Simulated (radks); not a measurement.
The numbers below are computed, except where a source is named.
Problem. Species: Cd. Configuration: [Kr] 4d10 5s2. Level of theory: Dirac Kohn-Sham, exchange-only LDA, spin-unpolarised, spherical densities, finite nucleus; Fermi nuclear charge, rms radius 4.6087 fm (a radial shooting solver on a logarithmic mesh with Libxc functionals). Some entries of the table are withheld. Estimate them.

orbital,occ.,eigenvalue (eV),<r> (bohr),<r^2> (bohr^2)
1s1/2,2,-26473.18,0.03043,0.001252
2s1/2,2,-3928.562,0.1314,0.02041
2p1/2,2,-3659.376,(1),0.01521
2p3/2,4,-3467.222,(2),0.01653
3s1/2,2,-730.4239,(3),0.1474
3p1/2,2,-622.3899,0.3499,0.1424
3p3/2,4,-588.0825,0.3610,0.1513
3d3/2,4,-396.0973,(4),0.1321
3d5/2,6,-389.1190,(5),0.1347
4s1/2,2,-104.3445,0.8788,0.8760
4p1/2,2,-69.6115,0.9388,(6)
4p3/2,4,-63.7136,0.9706,(7)
4d3/2,4,-10.9708,1.286,(8)
4d5/2,6,-10.2726,1.308,(9)
5s1/2,2,-4.9332,2.930,9.995
5p1/2,0,-0.7164,(10),27.90
5p3/2,0,-0.5620,(11),32.37

Solution. 
(1) 2p1/2 <r> (bohr): 0.1113
(2) 2p3/2 <r> (bohr): 0.1164
(3) 3s1/2 <r> (bohr): 0.3588
(4) 3d3/2 <r> (bohr): 0.3330
(5) 3d5/2 <r> (bohr): 0.3365
(6) 4p1/2 <r^2> (bohr^2): 1.011
(7) 4p3/2 <r^2> (bohr^2): 1.081
(8) 4d3/2 <r^2> (bohr^2): 2.025
(9) 4d5/2 <r^2> (bohr^2): 2.100
(10) 5p1/2 <r> (bohr): 4.732
(11) 5p3/2 <r> (bohr): 5.078
